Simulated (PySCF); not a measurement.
Computed shifts of a molecule C5H5BO, HF/pcSseg-1 run with PySCF, GIAO, gas phase, equivalent atoms averaged, in ppm (number of nuclei): ¹³C: 113.3 (1), 108.0 (1), 87.7 (1), 84.6 (1), 55.1 (1). ¹H: 4.19 (3), 3.78 (1), 3.48 (1). References: ¹¹B against BF3 (σ = 102.7 ppm); ¹³C against TMS (σ = 192.6 ppm); ¹H against TMS (σ = 31.99 ppm); ¹⁷O against H2O (σ = 333.0 ppm), references at their B3LYP-D3(BJ)/def2-TZVP geometries, non-relativistic. The structure is a stationary point at B3LYP-D3(BJ)/def2-SVP. The values are those of a single conformer.

Question: Which structure fits?
A) C#CB(C#C)OC
B) C=C=CB1C=CO1
C) C#CB(C=C)C=O
D) CC#CB1C=CO1

Answer: A, C#CB(C#C)OC
